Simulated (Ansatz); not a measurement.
**Which isomer of GeH5OSi gives these data?**

These gas-phase data were calculated for one isomer of GeH5OSi at PBE0-D3(BJ)/def2-SVP (harmonic, unscaled wavenumbers; equilibrium rotational constants with average atomic masses):

| Property | Result |
| --- | --- |
| rotational constants | 15.68, 2.318, 2.097 GHz |
| all wavenumbers above 1500 cm⁻¹ | 3922, 2207, 2185, 2139, 2116 |

Candidates:

(1) `[SiH2][O][GeH3]`, a doublet
(2) `[SiH3][O][GeH2]`, a doublet
(3) `O[SiH2][GeH2]`, a doublet

Task: Which candidate do the data belong to?

Result: Candidate (3). The band at 3922 cm⁻¹ lies where the O–H stretch is expected; (1), (2) have no mode between 3300 and 4000 cm⁻¹.

The same quantities for all candidates:

```tsv
	rotational constants (GHz)	wavenumbers above 1500 cm⁻¹	E above the lowest, PBE0-D3(BJ)/def2-SVP (kcal/mol)
(1)	32.94, 2.097, 2.04	2205, 2195, 2168, 2163, 2148	6.3
(2)	33.14, 2.05, 1.995	2256, 2228, 2217, 2107, 2047	0.0
(3)	15.68, 2.318, 2.097	3922, 2207, 2185, 2139, 2116	2.1
```

Each candidate is one conformer. Open shells are spin-unrestricted. Programs: Ansatz 0.2.0.
